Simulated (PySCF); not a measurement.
From computed data to an observable: oscillator strength and radiative lifetime

C₃H₁₁NOSi, SMILES CC(C)O[SiH2]N.

Geometry: TPSSh-D3(BJ)/def2-SVP. The structure was generated by enumeration, and PubChem lists no compound with its InChIKey, so it may never have been made. The values are those of a single conformer.

TDA-PBE/def2-SVPD run with PySCF puts the first singlet state with f over 0.02 at 5.88 eV (vertical), with the transition dipole (0.667, -0.078, 0.058) in atomic units.

Problem. Find the oscillator strength, the wavelength and the radiative lifetime that this transition would have in vacuum if emission retraced absorption.

Solution. 
|μ|² = 0.4543 au, so |μ| = 1.71 D. ΔE = 5.88/27.211 = 0.2161 hartree. f = (2/3) ΔE |μ|² = 0.065 (the program prints 0.065).
λ = 1239.84/5.88 = 211 nm; ν = 47425 cm⁻¹.
Einstein's coefficient A = 0.6670 ν² f s⁻¹ (ν in cm⁻¹) = 9.8e7 s⁻¹, so τ = 1/A = 10 ns. This state is S1. The figure is the radiative limit of this one transition; relaxation, internal conversion, crossing to triplets and a medium change what is measured.
